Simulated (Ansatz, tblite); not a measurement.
Forces on B₆N₆H₁₈, a cluster cut from wurtzite BN (hydrogen-capped) at its r2SCAN-D4/def2-SVP geometry. Total charge 0; singlet.

The xTB rows come from tblite. LC-ωPBE has ω = 0.4 bohr⁻¹. Single mean-field runs in def2-TZVP are fitted with def2-universal-jkfit.

GFN2-xTB (tblite), largest force 0.63 eV/Å:

```xyz
30
positions Å, forces eV/Å
N    -1.125   -1.578   -0.399   -0.154   -0.321   -0.089
B    -0.562   -1.257    1.051    0.232    0.061   -0.034
B     1.504   -1.212   -0.562    0.250   -0.002   -0.028
N     0.960   -0.957    0.913   -0.138   -0.188    0.153
N    -1.280    0.084    1.507   -0.190    0.030    0.312
B     1.343    0.507    1.409    0.245    0.047    0.027
B    -0.833   -0.431   -1.456    0.238    0.044    0.018
N     0.702   -0.173   -1.465   -0.176   -0.071   -0.204
N    -1.539    0.873   -0.887   -0.244    0.196   -0.191
B    -0.996    1.310    0.540    0.241    0.008   -0.024
B     1.075    1.323   -1.067    0.238    0.069   -0.040
N     0.548    1.479    0.428   -0.200    0.178    0.080
H    -0.573   -2.385   -0.724   -0.133    0.397    0.145
H    -2.101   -1.877   -0.391    0.197    0.186    0.040
H    -0.832   -2.167    1.822    0.076    0.369   -0.316
H     1.238   -2.375   -0.916    0.196    0.385    0.106
H     2.703   -1.015   -0.627   -0.623   -0.098    0.035
H     1.475   -1.599    1.515   -0.081    0.259   -0.233
H    -2.273   -0.043    1.710    0.215    0.002   -0.171
H    -0.828    0.337    2.396   -0.085   -0.099   -0.422
H     0.953    0.674    2.578    0.237   -0.035   -0.376
H     2.543    0.695    1.333   -0.623   -0.098    0.037
H    -1.305   -0.727   -2.545    0.159    0.116    0.450
H     1.050   -0.304   -2.415   -0.018    0.067    0.351
H    -2.558    0.827   -0.930    0.243   -0.085    0.094
H    -1.251    1.629   -1.523   -0.009   -0.334    0.290
H    -1.588    2.306    0.932    0.208   -0.415   -0.159
H     2.277    1.506   -1.129   -0.624   -0.097    0.034
H     0.478    2.121   -1.812    0.303   -0.234    0.229
H     0.795    2.426    0.714    0.020   -0.339   -0.114
```

PBE0-D4/def2-TZVP (Ansatz), largest force 0.33 eV/Å:

```
N 0.032 -0.251 -0.086
B -0.063 -0.026 0.017
B 0.031 0.008 -0.001
N 0.137 -0.112 0.109
N 0.000 0.052 0.261
B 0.032 0.004 -0.005
B -0.066 -0.014 -0.017
N 0.106 -0.017 -0.178
N -0.046 0.195 -0.175
B -0.069 0.009 0.010
B 0.033 0.002 0.001
N 0.088 0.182 0.050
H -0.203 0.244 0.102
H 0.285 0.110 0.005
H 0.072 0.189 -0.159
H 0.059 0.213 0.064
H -0.264 -0.032 0.018
H -0.172 0.171 -0.164
H 0.292 0.033 -0.082
H -0.170 -0.083 -0.273
H 0.082 -0.029 -0.213
H -0.263 -0.043 0.005
H 0.113 0.063 0.222
H -0.126 0.031 0.262
H 0.304 -0.003 0.028
H -0.120 -0.238 0.198
H 0.137 -0.201 -0.081
H -0.261 -0.049 0.021
H 0.119 -0.143 0.135
H -0.098 -0.265 -0.077
```

LC-ωPBE/def2-TZVP (Ansatz), largest force 0.40 eV/Å:

```
N 0.010 -0.334 -0.111
B -0.017 0.013 -0.013
B 0.042 -0.008 -0.007
N 0.117 -0.156 0.147
N -0.031 0.063 0.344
B 0.041 0.009 0.011
B -0.014 0.002 0.022
N 0.076 -0.032 -0.230
N -0.092 0.251 -0.227
B -0.012 -0.022 -0.006
B 0.039 0.017 -0.011
N 0.052 0.229 0.070
H -0.249 0.285 0.121
H 0.308 0.124 0.008
H 0.077 0.207 -0.174
H 0.085 0.263 0.078
H -0.291 -0.028 0.022
H -0.175 0.190 -0.180
H 0.317 0.035 -0.095
H -0.212 -0.100 -0.320
H 0.114 -0.033 -0.262
H -0.289 -0.049 -0.001
H 0.122 0.069 0.244
H -0.125 0.036 0.287
H 0.331 -0.008 0.034
H -0.152 -0.282 0.234
H 0.149 -0.221 -0.089
H -0.286 -0.059 0.027
H 0.160 -0.173 0.164
H -0.095 -0.288 -0.085
```
